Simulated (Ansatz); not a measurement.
`[Li][Ag]` + CH₃OH → `[Li][O]C` + `[AgH]` at 700 K and 1 bar (cleavage of the Li–Ag bond).

Isolated molecules relaxed with PBE0-D4/def2-TZVP in Ansatz; ΔE leaves out vibrations. CCSD(T)/CBS is the MP2 limit (def2-TZVPP, def2-QZVPP) plus CCSD(T) − MP2 in def2-TZVPP, frozen cores. This one scheme is used for every species. Elements past krypton have def2 core potentials. For Ag, Li outer-core shells are correlated without core-valence functions, which leaves a few kJ/mol of doubt a bond.

```
   species  CCSD(T)/CBS energy (Eh)  H − E (kJ/mol)  S (J/(mol·K))
`[Li][Ag]`               -154.44244            26.5          262.9
     CH₃OH               -115.61712           170.8          288.5
`[Li][O]C`               -122.55324           150.1          310.7
   `[AgH]`               -147.49153            31.6          230.4
```

H − E and S are ideal-gas, rigid-rotor, harmonic terms from PBE0-D4/def2-TZVP. 1 Eh = 2625.50 kJ/mol, R = 8.31446 J/(mol·K).

Question: By hand: ΔE, ΔH, ΔS and ΔG.

Answer: ΔE = (-122.55324) + (-147.49153) − (-154.44244) − (-115.61712) = 0.01479 Eh = 38.8 kJ/mol. Δ(H − E) = 150.1 + 31.6 − 26.5 − 170.8 = -15.6, so ΔH = 23.2 kJ/mol. ΔS = 310.7 + 230.4 − 262.9 − 288.5 = -10.3 J/(mol·K). ΔG = 23.2 − 700 × (-10.3)/1000 = 30.4 kJ/mol.

Question: By hand: the equilibrium constant, and the temperature at which ΔG would vanish if ΔH and ΔS stayed fixed.

Answer: log₁₀ K = −ΔG/(RT ln 10) = -2.3. ΔH and −TΔS have one sign here, so there is no such temperature.

The number of gas molecules stays the same, so ΔS is small and ΔH decides. A doubt of 5 kJ/mol in ΔE shifts log₁₀ K by 0.4 here. These are equilibria of isolated gas molecules and say nothing of rates. Largest T1 diagnostic: 0.028 (customary marks: 0.02 for closed shells, 0.045 for open ones).
